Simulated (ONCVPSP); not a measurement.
boron: excitation energies, all-electron against ONCV

| Property | Result |
| --- | --- |
| Element | B |
| Generator | ONCVPSP 4.0.1 |
| Type | optimised norm-conserving Vanderbilt (ONCV) |
| Functional | PW91 |
| Relativity | scalar-relativistic |
| Frozen core | [He] |
| Valence charge | 3 |
| Reference configuration | 2s2 (charge +1) |
| Partial waves | 2s: rc 1.15 bohr, ncon 4, nbas 8, qcut 6.2 1/bohr, 2 projectors, debl 2.1 Ha; p scattering state at 0.14 Ha: rc 1.00 bohr, ncon 5, nbas 8, qcut 9 1/bohr, 3 projectors, debl 1.5 Ha |
| Local potential | polynomial inside 0.90 bohr (lpopt 2, dvloc0 6 Ha) |
| Core correction | polynomial model core, fcfact 0.35 |

In the p channel the program set the typed energies aside and used 0.050, 1.550, 3.050 Ha.

Energies are relative to the spin-unpolarised reference configuration 2s2; without spin polarisation the order of configurations can differ from experiment.

```json
{"valence configuration": "2s1", "charge": "+2", "ΔE all-electron (eV)": "25.468", "error AE − PS (meV)": "+21"}
{"valence configuration": "2s2 2p0.5", "charge": "+0.5", "ΔE all-electron (eV)": "-5.357", "error AE − PS (meV)": "+0.9"}
```

What are ΔE and the potential's error for 2s1 2p1?

ΔE = 6.139 eV all-electron; the error (AE − PS) is +0.4 meV.

What are ΔE and the potential's error for 2s2 2p1?

ΔE = -8.268 eV all-electron; the error (AE − PS) is +1.8 meV.

Levels in the configuration 2s2 2p0.5:

| level | all-electron (eV) | pseudo (eV) |
| --- | --- | --- |
| 2s | -14.175 | -14.180 |
| 2p | -8.137 | -8.139 |

Note: no bound ghost flagged; GHOST(+) flagged for p at 132.5 eV.
